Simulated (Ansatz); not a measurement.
C₂H₆Br₂OSi (SMILES CCO[SiH](Br)Br), singlet, geometry from GFN2-xTB, with bond 10-6 at 1.4 times its length; SC-NEVPT2/STO-3G, CASSCF(2,4) (Ansatz, a program for electronic structure).

Here is a job for Ansatz.
Ansatz 0.2 input:
```yaml
crystal:
  periodic: [false, false, false]
  atoms:
    - {symbol: Si, position_ang: [-0.07929524, 0.14376108, 0.76802966]}
    - {symbol: Br, position_ang: [1.26078124, -1.54201656, 0.28029151]}
    - {symbol: Br, position_ang: [0.62635521, 1.86410554, -0.42277348]}
    - {symbol: O, position_ang: [-1.59586277, -0.20981693, 0.42356654]}
    - {symbol: C, position_ang: [-2.25363833, -0.57764187, -0.76486800]}
    - {symbol: C, position_ang: [-3.72745999, -0.79266557, -0.47665305]}
    - {symbol: H, position_ang: [-0.10847852, 0.42854965, 2.17407218]}
    - {symbol: H, position_ang: [-2.11750127, 0.21812029, -1.50666710]}
    - {symbol: H, position_ang: [-1.79815520, -1.49639275, -1.15277078]}
    - {symbol: H, position_ang: [-4.34723572, 0.48767072, 0.06502502]}
    - {symbol: H, position_ang: [-4.23883353, -1.07675992, -1.39154909]}
    - {symbol: H, position_ang: [-3.85302470, -1.58076704, 0.26170284]}
basis:
  gaussian:
    orbitals: STO-3G
magnetization: {spin_polarized: false}
correlation: {method: sc_nevpt2, electrons: all, active_space: {window: {electrons: 2, orbitals: 4}}}
```

It wrote (shortened):

```
Functional definition: HF
756 factors; integrals over basis functions are off by at most 4.0e-5 eV
mean field evaluation 1: about -150397.1386 eV, gradient 2.8e1 eV
mean field evaluation 2: about -150397.3289 eV, gradient 2.8e1 eV
mean field evaluation 4: about -150400.7068 eV, gradient 1.6e0 eV
mean field evaluation 8: about -150400.7192 eV, gradient 2.4e-5 eV
mean field -150400.71916332 eV, -5527.1244839830 hartree, gradient 1.3e-6 eV, S^2 0.000000; 0 other end points of the search recorded, 0 dependent functions left out
reference -150400.71916332 eV, -5527.1244839830 hartree; 55, 55 occupied and 11, 11 virtual orbitals, 756 factors
state -150401.80836948 eV, -5527.1645115713 hartree
state -150401.80836948 eV, -5527.1645115713 hartree; corrected -150406.48294367 eV, -5527.3362990042 hartree
state -150400.96448570 eV, -5527.1334994144 hartree
state -150400.96448570 eV, -5527.1334994144 hartree; corrected -150406.14392533 eV, -5527.3238403098 hartree
state -150401.80836948 eV, -5527.1645115713 hartree; corrected -150406.48294367 eV, -5527.3362990042 hartree
Total energy: -150406.48294367 eV, -5527.3362990042 hartree
```
